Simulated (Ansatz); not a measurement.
Start from `[OH][GeH]([SH])[CH2]F` and change one atom or group to get `[OH][GeH]([OH])[CH2]F`.

Ansatz, PBE0-D4/def2-TZVP geometries, multiplicity 1. Each molecule was computed in one conformer, which needn't be the lowest.

Scalar relativity is left out up to krypton.

```tsv
property	`[OH][GeH]([SH])[CH2]F`
HOMO energy (B3LYP/def2-TZVPP) / eV	-7.36
LUMO energy (PBE0/def2-TZVPP) / eV	0.09
HOMO–LUMO gap (B3LYP/def2-TZVPP) / eV	7.14
HOMO–LUMO gap (ωB97M-V/def2-TZVPP) / eV	11.67
HOMO–LUMO gap (PBE/def2-TZVPP) / eV	5.48
HOMO energy (ωB97M-V/def2-TZVPP) / eV	-9.84
```

Task: Give the same properties after the change, and the shifts. (Best estimate.)

Result: The calculation gave: 
```
                               property  `[OH][GeH]([OH])[CH2]F`  shift
    HOMO energy (B3LYP/def2-TZVPP) / eV                    -8.12  -0.76
     LUMO energy (PBE0/def2-TZVPP) / eV                     0.28   0.19
  HOMO–LUMO gap (B3LYP/def2-TZVPP) / eV                     8.04   0.90
HOMO–LUMO gap (ωB97M-V/def2-TZVPP) / eV                    12.53   0.86
    HOMO–LUMO gap (PBE/def2-TZVPP) / eV                     6.15   0.67
  HOMO energy (ωB97M-V/def2-TZVPP) / eV                   -10.64  -0.80
```

With PBE0 the HOMO falls by 0.73 eV and the LUMO rises by 0.19 eV, so the gap widens by about 0.92 eV. PBE moves the HOMO by -0.46 eV and ωB97M-V by -0.80 eV.

B3LYP here is the variant with VWN-RPA as its local correlation; programs differ in this.
